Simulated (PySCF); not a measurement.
**Computed properties of Mg(I)(SeH) (HIMgSe), SMILES [SeH][Mg][I]**

Mg(I)(SeH) (HIMgSe), SMILES [SeH][Mg][I]. Geometry: PBE0-D3(BJ)/def2-SVP. The def2 effective core potentials stand for the cores of I; spin–orbit coupling is left out. The values are those of a single conformer. All values are computed for the isolated molecule unless a solvent is named; none is compared with measurement here.

**Structure.** The optimised structure has Cs symmetry. All 6 harmonic modes at PBE0-D3(BJ)/def2-SVP (PySCF) are real, so it is a minimum. With heavy atoms numbered as in [Mg:1]([I:2])[SeH:3], the shortest bond between them is Mg1–Se3 at 2.421 Å and the longest Mg1–I2 at 2.556 Å.

**Vibrations.** The strongest infrared lines (harmonic, unscaled, degenerate partners summed) lie at 465 cm⁻¹ (95 km/mol, Mg 88 %), 89 cm⁻¹ (22 km/mol, Mg 86 %), 96 cm⁻¹ (21 km/mol, Mg 89 %). The softest mode is at 89 cm⁻¹ and the zero-point energy is 5.4 kcal/mol.

**Electronic structure.** CAM-B3LYP/def2-TZVPD (PySCF) places the frontier levels at -8.36 and -1.04 eV, a gap of 7.32 eV, and gives a dipole moment of 0.57 D and a mean polarisability of 94.3 bohr³.

**Excitations.** TDA-CAM-B3LYP/def2-SVPD (PySCF) has S1 at 4.27 eV (290 nm, f = 0.030, weak); the most intense of the 10 singlets computed lies at 6.14 eV (f = 0.28). T1 (TDA) is at 3.97 eV, 0.30 eV under S1. No vertical singlet excitation falls in the visible range (under 3.1 eV).
